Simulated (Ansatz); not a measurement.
Input file for Ansatz (an electronic-structure program): R-B3LYP/def2-TZVPPD on CF4O2Si (a complex). Files ending in .json are basis or fitting sets from the Basis Set Exchange.

Ansatz 0.2 input:
```yaml
crystal:
  periodic: [false, false, false]
  atoms:
    - {symbol: O, position_ang: [0.86698584, -0.27905425, -0.66582728]}
    - {symbol: C, position_ang: [0.03998839, 0.04391521, 0.07756955]}
    - {symbol: O, position_ang: [-0.79157941, 0.36871643, 0.81991630]}
    - {symbol: F, position_ang: [-0.35796307, 1.49476318, 3.75354705]}
    - {symbol: Si, position_ang: [-0.02952351, -0.02391539, 3.94813233]}
    - {symbol: F, position_ang: [-1.30281364, -0.89580062, 3.68194004]}
    - {symbol: F, position_ang: [1.11883824, -0.44865347, 2.96404178]}
    - {symbol: F, position_ang: [0.45610242, -0.25997971, 5.42066693]}
basis:
  gaussian:
    orbitals: def2-TZVPPD.json
hamiltonian:
  xc: {name: B3LYP}
scf: {lower_state_search: off}
```

Program output:

```
WARN ansatz: RAYON_NUM_THREADS=6 ignored (pool sized by the plan → 6); use --threads N
Functional definition: B3LYP
these checks for a lower state are left out or cut short: stability, starts, cluster_reference, orbital_swaps, neighbouring_geometries, increment
integrals: 0.39 GiB planned
1645 factors; their error is unknown
mean field: 2.87 GiB planned
mean field evaluation 1: about -23883.2865 eV, gradient 8.3e1 eV
mean field evaluation 2: about -23869.7113 eV, gradient 1.3e2 eV
mean field evaluation 4: about -23892.3528 eV, gradient 4.5e0 eV
mean field evaluation 8: about -23892.4413 eV, gradient 2.2e-1 eV
mean field evaluation 16: about -23892.4414 eV, gradient 3.3e-5 eV
mean field -23892.44137929 eV, -878.0310258104 hartree, gradient 1.0e-6 eV, S^2 0.000000; 0 other end points of the search recorded, 0 dependent functions left out
reference -23892.44173094 eV, -878.0310387333 hartree; 36, 36 occupied and 289, 289 virtual orbitals, 1645 factors
Total energy: -23892.44173094 eV, -878.0310387333 hartree
Checks for a lower state left out: stability, starts, cluster_reference, orbital_swaps, neighbouring_geometries, increment
```

Self-consistency was reached.

Cost: about 15 core-seconds (a rough figure).
